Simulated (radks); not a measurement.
The numbers below are computed, except where a source is named.
Species: the copper ion Cu21+. Configuration: 1s1 2s2 2p4 3p1 (not the ground configuration).

Code: a radial shooting solver on a logarithmic mesh with Libxc functionals. Model: scalar-relativistic Kohn-Sham, PBE, spin-polarised, spherical densities, point nucleus; open shells are filled with parallel spins first.

Energy parts (hartree):
| part | energy |
|---|---|
| total | -987.87949 |
| kinetic | 1003.57163 |
| electron-nucleus | -2106.37954 |
| Hartree | 145.89297 |
| exchange-correlation | -30.96455 |

Orbitals (lengths in bohr, moments of r in powers of bohr; <r^-3> diverges for s and p1/2; r(max) is where P^2 peaks; r(90%) holds 90 % of the orbital's charge):
\begin{tabular}{lrrrrrr}
orbital & occ. & eigenvalue (hartree) & r(max) & <r^4> & <r^-3> & r(90%) \\ \hline
1s up & 1 & -379.1136 & 0.03379 & 0.00003202 & - & 0.0916 \\
1s down & 0 & -373.1000 & 0.03392 & 0.00003292 & - & 0.0922 \\
2s up & 1 & -76.71637 & 0.1873 & 0.005391 & - & 0.337 \\
2s down & 1 & -75.66809 & 0.1886 & 0.005532 & - & 0.339 \\
2p up & 3 & -72.89928 & 0.1475 & 0.003599 & 864.4 & 0.305 \\
2p down & 1 & -71.67927 & 0.1491 & 0.003740 & 834.8 & 0.308 \\
3p up & 1 & -29.17975 & 0.4806 & 0.1360 & 212.1 & 0.754 \\
3p down & 0 & -28.59245 & 0.4833 & 0.1389 & 207.7 & 0.758 \\
\end{tabular}

The highest occupied level is 3p up at -794.02 eV. The configuration is held as typed, so some empty levels lie below it. The density falls to 0.001 e/bohr^3 at r = 1.19 bohr. Spin moment in Bohr magnetons: 4. Summed over all electrons, <r^2> = 0.5914 bohr^2, which gives a Langevin (diamagnetic) susceptibility term of -0.468 x 10^-6 cm^3/mol.
